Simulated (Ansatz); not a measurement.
Input for Ansatz (a first-principles code): R-PBE0/def2-TZVPP on H2OTe (SMILES O[TeH]), a point of a torsion scan. Elements past Kr take the def2 small-core potentials; no spin–orbit coupling.

Ansatz 0.2 input:
```yaml
crystal:
  periodic: [false, false, false]
  atoms:
    - {symbol: O, position_ang: [-1.06986187, 0.27087096, 0.26783823]}
    - {symbol: Te, position_ang: [0.81597016, 0.77293509, -0.14374401]}
    - {symbol: H, position_ang: [-1.39280049, -0.37269349, -0.36230971]}
    - {symbol: H, position_ang: [0.44399315, 1.34486006, -1.64523596]}
basis:
  gaussian:
    orbitals: def2-TZVPP
hamiltonian:
  xc: {name: PBE0}
scf: {lower_state_search: off}
```

Output:

```
WARN ansatz: RAYON_NUM_THREADS=1 ignored (pool sized by the plan → 1); use --threads N
Functional definition: PBE0
these checks for a lower state are left out or cut short: stability, starts, cluster_reference, orbital_swaps, neighbouring_geometries, increment
integrals: 0.03 GiB planned
707 factors; their error is unknown
mean field: 0.29 GiB planned
mean field evaluation 1: about -9366.7013 eV, gradient 5.2e1 eV
mean field evaluation 2: about -9343.5192 eV, gradient 1.2e2 eV
mean field evaluation 4: about -9371.1854 eV, gradient 5.3e0 eV
mean field evaluation 8: about -9371.3786 eV, gradient 5.4e-1 eV
mean field evaluation 16: about -9371.3789 eV, gradient 3.8e-5 eV
mean field -9371.37888056 eV, -344.3918217118 hartree, gradient 7.1e-6 eV, S^2 0.000000; 0 other end points of the search recorded, 0 dependent functions left out
reference -9371.37890403 eV, -344.3918225744 hartree; 17, 17 occupied and 92, 92 virtual orbitals, 707 factors
Total energy: -9371.37890403 eV, -344.3918225744 hartree
Checks for a lower state left out: stability, starts, cluster_reference, orbital_swaps, neighbouring_geometries, increment
```

The calculation finished and met its thresholds.

Cost: around 1.5 core-seconds (rough).
